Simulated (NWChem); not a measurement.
System: BO cation

The following NWChem deck was run.

```
start job
memory heap 200 mb stack 900 mb global 1100 mb
charge 1
geometry units angstroms noautoz
  B      0.000000     0.000000    -0.725316
  O      0.000000     0.000000     0.461112
end
basis spherical
  B library 6-31g*
  O library 6-31g*
end
dft
  xc xpbe96 cpbe96
  iterations 150
  mulliken
end
task dft energy
```

All runs use the structure optimised with PBE0/def2-SVP.

Problem. Give the results of this calculation. (PBE/6-31G* (spherical d).) Quantities: basis functions; energy (Ha); highest occupied level (eV); orbital gap (eV).

Solution. 
- number of basis functions = 28
- energy (Ha) = -99.43
- highest occupied level (eV) = -18.52
- orbital gap (eV) = 1.46
